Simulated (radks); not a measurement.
The numbers below are computed, except where a source is named.
Species: Ag III. Configuration: [Ar] 3d10 4s1.75 4p6 4d9 5s0.25 (fractional occupations, a model configuration). Code: a radial shooting solver on a logarithmic mesh with Libxc functionals. Model: Dirac Kohn-Sham, revPBE, spin-unpolarised, spherical densities, point nucleus; open shells fill j = l - 1/2 first.

X-ray form factor f0, the Fourier transform of the density (f0(0) = 45):

sin(theta)/lambda (1/angstrom),f0 (electrons)
0.05,44.440
0.1,42.873
0.15,40.582
0.2,37.900
0.25,35.115
0.3,32.428
0.4,27.771
0.5,24.232
0.6,21.632
0.8,18.057
1,15.297
1.25,12.222
1.5,9.691
2,6.663
